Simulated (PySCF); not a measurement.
H7NO2Si2. Atoms are numbered in the order given.

```xyz
12

N      1.3766     1.3960     0.0000
Si     0.4121    -0.0508     0.0000
O      0.7822    -0.8604    -1.4133
O      0.7822    -0.8604     1.4133
Si    -1.9159     0.1369     0.0000
H      1.3886     1.9816     0.8334
H      1.3886     1.9816    -0.8334
H      1.7243    -0.8900    -1.6390
H      1.7243    -0.8900     1.6390
H     -2.3633     0.8970    -1.2037
H     -2.5978    -1.1878     0.0000
H     -2.3633     0.8970     1.2037
```
Charge 0, spin multiplicity 1.

Geometry optimised at TPSSh-D3(BJ)/def2-SVP. This is a generated structure with no PubChem entry under its InChIKey; it may be hypothetical. Other conformers were not sampled.

Calculation: TDA-PBE/def2-SVPD (PySCF).

Vertical excitations. The molecule is in vacuum. State labels are in the subgroup Cs.

Problem. Estimate the UV-visible absorptions. (An estimate is asked for; the answer gives what the named calculation found.)

Solution. 
| state | symmetry | energy (eV) | λ (nm) | f | main pairs |
|---|---|---|---|---|---|
| S1 | A' | 5.61 | 221 | 0.110 | HOMO→LUMO 99 % |
| S2 | A" | 6.02 | 206 | 0.021 | HOMO→LUMO+2 97 % |
| S3 | A' | 6.30 | 197 | 0.049 | HOMO→LUMO+1 88 % |
| S4 | A" | 6.71 | 185 | 0.011 | HOMO−1→LUMO 98 % |
| S5 | A' | 6.84 | 181 | 0.022 | HOMO→LUMO+3 56 %, HOMO→LUMO+4 32 %, HOMO−2→LUMO 10 % |
| S6 | A' | 6.89 | 180 | 0.004 | HOMO−2→LUMO 63 %, HOMO→LUMO+4 35 % |
| S7 | A' | 7.06 | 176 | 0.170 | HOMO→LUMO+3 31 %, HOMO→LUMO+4 28 %, HOMO−2→LUMO 22 % |
| S8 | A" | 7.15 | 173 | 0.004 | HOMO→LUMO+5 86 % |
| S9 | A' | 7.17 | 173 | 0.031 | HOMO−3→LUMO 67 %, HOMO−1→LUMO+2 29 % |
| S10 | A" | 7.18 | 173 | 0.014 | HOMO−1→LUMO+1 84 % |
| T1 | A' | 5.35 | 232 | 0 | HOMO→LUMO 99 % |
| T2 | A' | 5.56 | 223 | 0 | HOMO→LUMO+1 98 % |
| T3 | A" | 5.72 | 217 | 0 | HOMO→LUMO+2 97 % |
| T4 | A' | 6.51 | 191 | 0 | HOMO→LUMO+3 92 % |
Triplets are in the Tamm–Dancoff approximation.
